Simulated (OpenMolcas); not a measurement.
# Rh2+: moving or changing the point charges

Rh2+ among 6 point charges of -1.7 e arranged as an octahedron (Oh), 1.77 Å from the ion.

```yaml
Program: OpenMolcas
Method: "SS-CASPT2, IPEA 0.25 Eh, imaginary shift 0.1 Eh (closed shells correlated: 4s 4p)"
Basis: ANO-RCC-VDZP [6s5p3d1f]
Scalar_Hamiltonian: DKH2, point nucleus
Active_space: 7 electrons in 5 orbitals (4d)
State_averaging: 2S+1 = 4 even, 10 roots; 2S+1 = 2 even, 40 roots
Spin-orbit_coupling: RASSI with atomic mean-field integrals over the reference wave functions
```

Runs around this geometry, states (labels of O, the rotations of Oh). Energies in cm-1 above the lowest state or level, χT in cm3 K/mol; under a threefold ground state the first gap can be a small split of the lowest multiplet, not the spin-orbit step; 10Dq and B are least-squares fits to the states below 45000 cm-1, weighted by degeneracy, with a free offset, and given where the rms deviation is under 5 % of |10Dq| (or 100 cm-1) and under 700 cm-1.

```tsv
R (Å)	q (e)	Ground state	First state of that spin	10Dq	B (rms of fit)	First gap with spin-orbit (degeneracies)	χT at 300 K	First state of another spin
1.9	-1.1	4T1	4T2 8030			740 (2, 4)	3.371	2E 8750
1.77	-1.7	4T1	4T2 17270			110 (2, 4)	2.373	2E 650
1.98	-1.7	4T1	4T2 10490	10838	722 (540)	720 (2, 4)	3.268	2E 6490
```

Taking the first state of the same spin as R^-n, n = -ln(10490 / 17270) / ln(1.98 / 1.77) = 4.4 between the shortest and longest distance.

Roots that are degenerate in the reference are averaged as groups; the widest CASPT2 spread within a group is 300 cm-1 (the 3-fold group of multiplicity 4 near 10500 cm-1 above the lowest state of its run, R = 1.98, q = -1.7). Shifts and gaps below about the spread of the groups concerned are not significant. An orbital triplet at a regular site is open to Jahn-Teller coupling, which can distort the site and quench the lowest spin-orbit gaps and is left out. This shell can be high or low spin here, a state of another spin lies low, and with metal d orbitals alone active their balance is uncertain, so the ground spin may be wrong. Point charges give a weaker field than real ligands, and real ions of this kind are as a rule low spin; the high spin found here belongs to the model. Free-ion shares, where given, are those of the reference states; single-state CASPT2 does not remix them. This is an electrostatic model: the charges have no orbitals. No measured value stands beside these numbers.
